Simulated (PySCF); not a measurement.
Ionisation energy of Ar¹⁶⁺ by level of theory

Ar¹⁶⁺ 1s2 (1S) → Ar¹⁷⁺ 1s1 (2S), as a difference of total energies. Calculation: PySCF 2.14, in an even-tempered Gaussian basis (17 s from 12 bohr⁻², ratio 2.2; 7 p from 19 bohr⁻², ratio 2.4; 4 d from 56 bohr⁻², ratio 2.4; 3 f from 85 bohr⁻², ratio 2.4; 3 g from 130 bohr⁻², ratio 2.4); scalar relativity by spin-free X2C-1e. Correlated levels: nothing frozen; virtual orbitals above 40 to 60 times the deepest correlated orbital energy dropped. The calculations carry no spin-orbit coupling.

```json
{"method": "UHF", "ionisation energy (eV)": "4121.4", "difference from reference (eV)": "+0.7"}
{"method": "MP2 (all electrons)", "ionisation energy (eV)": "4122.6", "difference from reference (eV)": "+1.9"}
{"method": "SCS-MP2 (all electrons)", "ionisation energy (eV)": "4122.9", "difference from reference (eV)": "+2.2"}
{"method": "CCSD (all electrons)", "ionisation energy (eV)": "4122.7", "difference from reference (eV)": "+2.0"}
```

Reference: 4120.7 eV (theoretical estimate listed by NIST; NIST Atomic Spectra Database, ionization energies).

With two correlated electrons CCSD is exact in that space.
